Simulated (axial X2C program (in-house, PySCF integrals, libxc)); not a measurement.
**Bond lengths and stretching modes, held linear, of ClTiCl⁻**

Computed with an axial X2C code built on PySCF integrals: two-component X2C with atomic mean-field Coulomb and Gaunt terms, Gaussian nuclei, basis Cl dyall-av3z, Ti dyall-v3z with contracted cores. Spin-free rows use the one-electron spin-free X2C Hamiltonian.

Masses Cl 34.969, Ti 47.948, Cl 34.969 u. States: 2c Ω = 3/2 (beyond evenly filled blocks: ω = 1/2, ω = -3/2, ω = 5/2); spin-free M_S = 3/2, Λ = 0 (beyond evenly filled blocks: σα, δ+α, δ-α).

HF, spin-free: energies above the lowest point

```tsv
r(Cl–Ti) (Å)	r(Ti–Cl) (Å)	E (meV)
2.2981	2.2981	166.02
2.2981	2.3570	104.59
2.2981	2.4159	78.29
2.3570	2.2981	104.59
2.3570	2.3570	45.71
2.3570	2.4159	21.77
2.3570	2.4749	25.10
2.4159	2.2981	78.29
2.4159	2.3570	21.77
2.4159	2.4159	0.00
2.4749	2.3570	25.10
2.4749	2.4749	12.58
```

Q: Fit a quadratic surface with cubic terms in each bond: where is the minimum, and what are the two stretching wavenumbers?

A: At HF, spin-free: bonds 2.430 and 2.430 Å; harmonic stretches 248.4 and 357.2 cm⁻¹; force constants 1.17, 1.17 and coupling 0.10 mdyn/Å.

The other levels and Hamiltonians give:

| Hamiltonian | level | r(Cl–Ti) (Å) | r(Ti–Cl) (Å) | lower stretch (cm⁻¹) | upper stretch (cm⁻¹) |
| --- | --- | --- | --- | --- | --- |
| 2c | PBE0 | 2.354 | 2.354 | 262.2 | 377.7 |
| 2c | HF | 2.431 | 2.431 | 248.2 | 357.0 |
| 2c | BHandHLYP | 2.382 | 2.382 | 258.9 | 374.3 |
| 2c | MP2 | 2.340 | 2.340 | 267.7 | 387.5 |
| spin-free | PBE0 | 2.354 | 2.354 | 262.3 | 377.9 |
| spin-free | BHandHLYP | 2.382 | 2.382 | 259.1 | 374.5 |
| spin-free | MP2 | 2.340 | 2.340 | 267.7 | 387.6 |

Each state is one determinant, the lowest of a limited PBE0 search; the stretches come from a fit to these few points and carry an uncertainty of a few per cent. Other orders of the atoms were not compared. MP2 freezes inner shells (threshold -2 hartree). For an anion the highest level of a functional can be positive, and the basis then holds the extra electron. The molecule was held linear; bending was not examined, so a bent shape may lie lower. Note: several unpaired electrons, one determinant need not be a pure state.
